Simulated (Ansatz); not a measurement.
Reaction (formal exchange of groups at the Si–C bond): `FB1CC1[SiH3]` + `O[SiH2]S` → `O[SiH]([SiH3])S` + `FB1CC1`

Calculated with Ansatz (gas phase, PBE0-D4/def2-TZVP geometries, no zero-point term in ΔE). CCSD(T)/CBS adds triple-zeta CCSD(T) − MP2 to the extrapolated MP2 energy (def2 sets, frozen cores). Functionals use def2-TZVPP. B3LYP here is the variant with VWN-RPA as its local correlation; programs differ in this. One conformer a species, not always the lowest.

```tsv
level	ΔE (kcal/mol)	difference from CCSD(T)/CBS
PBE-D4	2.1	-3.5
r2SCAN-D4	4.4	-1.2
PBE0-D4	3.0	-2.6
B3LYP-D4	4.2	-1.4
ωB97X-V	4.7	-0.9
ωB97M-V	6.1	0.5
B2PLYP	5.6	0.0
PBE	2.2	-3.4
r2SCAN	4.5	-1.1
PBE0	3.1	-2.5
B3LYP	4.4	-1.2
HF/def2-TZVPP	6.8	1.2
MP2/def2-TZVPP	7.6	2.0
SCS-MP2/def2-TZVPP	7.6	2.0
CCSD/def2-TZVPP	5.9	0.3
CCSD(T)/def2-TZVPP	5.8	0.2
HF/def2-QZVPP	7.0	1.4
MP2/def2-QZVPP	7.5	1.9
SCS-MP2/def2-QZVPP	7.5	1.9
HF/CBS(def2)	7.1	1.5
MP2/CBS(def2)	7.4	1.8
CCSD/CBS(def2)	5.6	0.0
CCSD(T)/CBS	5.6	0
```

Largest T1 diagnostic among the species: 0.012.

From PBE to PBE0 (25 % exact exchange), in def2-TZVPP and without D4, ΔE moves by +1.0 kcal/mol.
